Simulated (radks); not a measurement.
Question: The mean radii <r> (bohr) of the occupied orbitals of an atom or ion are listed with their occupations. Method: Dirac Kohn-Sham, PBE, spin-unpolarised, spherical densities, finite nucleus; Fermi nuclear charge, rms radius of each element as measured or else 0.836 A^(1/3) + 0.57 fm; computed with a radial shooting solver on a logarithmic mesh with Libxc functionals.

| orbital | occ. | <r> |
|---|---|---|
| 1s1/2 | 2 | 0.03111 |
| 2s1/2 | 2 | 0.1337 |
| 2p1/2 | 2 | 0.1134 |
| 2p3/2 | 4 | 0.1183 |
| 3s1/2 | 2 | 0.3425 |
| 3p1/2 | 2 | 0.3298 |
| 3p3/2 | 4 | 0.3382 |
| 3d3/2 | 1.2 | 0.3007 |
| 3d5/2 | 1.8 | 0.3033 |

Name the element and its charge. Open shells, if any, are shared by 2j + 1.

Answer: Z = 47, silver, charge +26: Ag26+ in [Ar] 3d3. The 1s radius gives Z: for a bare nucleus <r> = (2 gamma + 1)/(2Z) with gamma = sqrt(1 - (Z/c)^2), 0.03062 bohr for Z = 47, and screening makes it slightly larger (0.03111 here). The occupations add up to 21, and the charge is Z minus that.
